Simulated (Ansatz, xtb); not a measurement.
System: SnH$_{2}$ (charge 0, triplet). This is an excited triplet: at this geometry the singlet lies 0.70 eV lower at CCSD(T)/CBS(def2-TZVPPD,def2-QZVPPD). SMILES: [SnH2]
Structure (B3LYP-D3(BJ)/def2-TZVP (Ansatz, a quantum-chemistry and plane-wave program) minimum search):
```
Sn
H 1 1.7275
H 1 1.7275 2 119.03
```
Charge 0, spin multiplicity 3.

Harmonic wavenumbers from GFN2-xTB (xtb, at its own minimum), cm⁻¹: 418, 885, 1100.

Problem. Give the harmonic wavenumbers at B3LYP-D3(BJ)/def2-TZVP (Ansatz, finite differences of forces, unscaled).

Solution. 662, 1747, 1834 cm⁻¹. Zero-point energy 6.1 kcal/mol.

Problem. From these and the geometry, give the ideal-gas thermochemistry at 298.15 K and 1 atm (rigid rotor, harmonic oscillator).

Solution. Point group C2v, rotational symmetry number 2. Rotational constants 331.9, 113.1, 84.36 GHz. S(trans) 40.28, S(rot) 13.90, S(vib) 0.36, S(elec, spin only) 2.18, S 56.7 cal/(mol K). H(298) - H(0) 2.45 kcal/mol; G - E(el) -8.4 kcal/mol.
